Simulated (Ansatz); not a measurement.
The same path of Cl2H3O3Ta + H2 (11 atoms, charge 0, multiplicity 1) was run twice with different band settings. Lost on the way: H10–H11. Made: Ta1–H10, O2–H11.

Method: Ansatz 0.2.0, RKS revPBE/def2-SVP.

Relaxed end points:

```xyz
11
Properties=species:S:1:pos:R:3
Ta -0.364 -0.397 0.166
O 1.563 -0.374 0.291
H 1.968 -0.602 1.150
Cl -0.280 -0.920 2.538
O -0.227 -0.195 -1.703
H 0.108 -0.190 -2.613
Cl -1.547 1.582 0.550
O -1.389 -2.013 -0.017
H -1.558 -2.577 0.762
H 2.178 3.337 0.294
H 2.425 2.615 0.224
```

```xyz
11
Properties=species:S:1:pos:R:3
Ta -0.504 0.304 0.218
O 1.787 -0.670 0.453
H 1.871 -0.489 1.417
Cl -0.028 0.646 2.560
O -0.263 0.372 -1.688
H 0.122 1.049 -2.269
Cl -2.564 1.377 0.279
O -0.712 -1.598 0.297
H 0.000 -2.261 0.219
H 0.790 1.536 0.108
H 2.376 0.000 0.052
```

Common settings: climbing image yes; spring 5.0 eV/Å²; optimiser quadratic models (default); start path through a guess of the saddle point; force threshold 0.05 eV/Å; iteration limit 60; end points relaxed.

| run | movable images |
| --- | --- |
| 1 | 5 |
| 2 | 2 |

Q: What does each run give, and how far can it be trusted?

A: Run 1: converged after 27 iterations, highest image 1.256 eV above the first end. A vibrational analysis at the climbing image gives one clearly imaginary mode, 939i cm⁻¹: a first-order saddle point.
Run 2: converged after 52 iterations, highest image 1.258 eV above the first end. Another band between the same ends (5 images) ends at a top of the same energy, where a vibrational analysis finds 1 clearly imaginary mode. So few images can step over the top or miss a turn of the path.
The orbitals stay closed-shell, which can raise the energy where a bond breaks towards radicals; this wasn't checked here.
